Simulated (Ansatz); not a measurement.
Cu(PH3)(SiH3) (CuSiPH₆). The state is a singlet with charge 0. Geometry B3LYP-D4/def2-SVP; atoms count from 1.

Cartesian coordinates in Å:
```
Cu -0.006 -0.005 -0.023
P 1.512 0.299 1.659
H 1.544 -0.612 2.748
H 1.485 1.499 2.420
H 2.903 0.293 1.369
Si -1.546 -0.308 -1.703
H -1.358 -1.571 -2.501
H -1.560 0.785 -2.740
H -2.974 -0.382 -1.228
```

Question: Estimate the Mulliken populations from the PBE0/def2-TZVP orbitals of Ansatz.

Answer: 
```
atom  charge (e)  d electrons
 Cu1       -0.24         9.84
  P2       -0.01            –
  H3        0.12            –
  H4        0.12            –
  H5        0.12            –
 Si6        0.02            –
  H7       -0.04            –
  H8       -0.04            –
  H9       -0.04            –
```
Mulliken values depend strongly on the basis.

Question: And the Mayer bond orders between heavy atoms (over 0.3)?

Answer: Cu1–P2 0.65 (2.29 Å); Cu1–Si6 0.98 (2.30 Å).
